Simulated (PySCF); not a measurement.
Frontier orbitals and the lowest excitations

Compound: C4H9ClSSi.
Z-matrix (Å and degrees, GFN2-xTB geometry), rows numbered from 1:
```
C 
S   1  1.8153
C   2  1.8213  1  102.53
C   3  1.5416  2  114.20  1   -57.53
Si  4  1.9126  3   90.91  2   115.20
Cl  5  2.0136  4  116.56  3   119.57
C   3  1.5416  2  114.21  1    57.56
H   1  1.0853  2  110.17  3    60.46
H   1  1.0854  2  110.32  3   -61.99
H   1  1.0852  2  105.85  3   179.21
H   3  1.0900  2  102.31  1  -179.95
H   4  1.0873  3  113.44  2    -6.60
H   4  1.0892  3  111.48  2  -127.13
H   5  1.4598  4  117.31  3  -107.64
H   7  1.0871  3  113.45  2     6.51
H   7  1.0889  3  111.53  2   127.11
```

Method used: TDDFT B3LYP/def2-SVPD, vertical, gas phase, core orbitals frozen in the response (PySCF).

Kohn–Sham orbitals with the atoms that hold most of them (Löwdin shares over 4%, at most four atoms; ? is withheld):

| orbital | ε (eV) | atoms |
| --- | --- | --- |
| HOMO-3 | -8.80 | S2 27%, Cl6 13%, C3 13%, Si5 8% |
| HOMO-2 | -8.00 | C4 24%, C7 23%, Si5 18%, Cl6 16% |
| HOMO-1 | -7.96 | ? |
| HOMO | -6.13 | S2 69%, C1 10%, C3 7% |
| LUMO | ? | ? |
| LUMO+1 | 0.04 | Si5 31%, Cl6 15%, H14 14%, C4 8% |
| LUMO+2 | 0.18 | S2 20%, C1 13%, Si5 12%, H14 8% |

(1) Which atoms hold the LUMO, and with what shares?

(2) Give the leading atoms of the HOMO-1.

(3) What is the LUMO energy, and the HOMO–LUMO gap?

## Answers

(1) Si5 (bonded to 2 C, Cl and H) 23%; Cl6 (bonded to Si) 21%; S2 (bonded to 2 C) 10%; C7 (bonded to C, Si and 2 H) 8%.

(2) S2 (bonded to 2 C) 25%; C3 (bonded to 2 C, S and H) 13%; Cl6 (bonded to Si) 13%; C7 (bonded to C, Si and 2 H) 11%. By element: sulfur 25%, carbon 24% or more, chlorine 13%.

(3) ε(LUMO) = -0.07 eV; the gap is 6.07 eV (0.2230 hartree).

The HOMO–LUMO gap is 6.07 eV. Where does the response calculation put the lowest singlet, and from which orbitals?

S1 is at 5.25 eV (f = 0.0004), 0.82 eV below the gap, made of HOMO→LUMO (94%). 

One configuration dominates each of S1 and S3. Which, and how do the shares of the two leading atoms of either orbital change from the occupied to the empty one?

- S1 (5.25 eV, f 0.0004), HOMO→LUMO (94%): S2 69% → 10%, C1 10% → at most 8%, Si5 at most 4% → 23%, Cl6 at most 4% → 21%
- S3 (5.47 eV, f 0.028), HOMO→LUMO+1 (99%): S2 69% → at most 9%, C1 10% → at most 9%, Si5 at most 4% → 31%, Cl6 at most 4% → 15%

Time: 48 s; peak memory 0.87 GiB. Hardware: Arm Neoverse V1, one thread, shared host with 32 logical CPUs at a one-minute load of 27.

One conformer stands for the species.
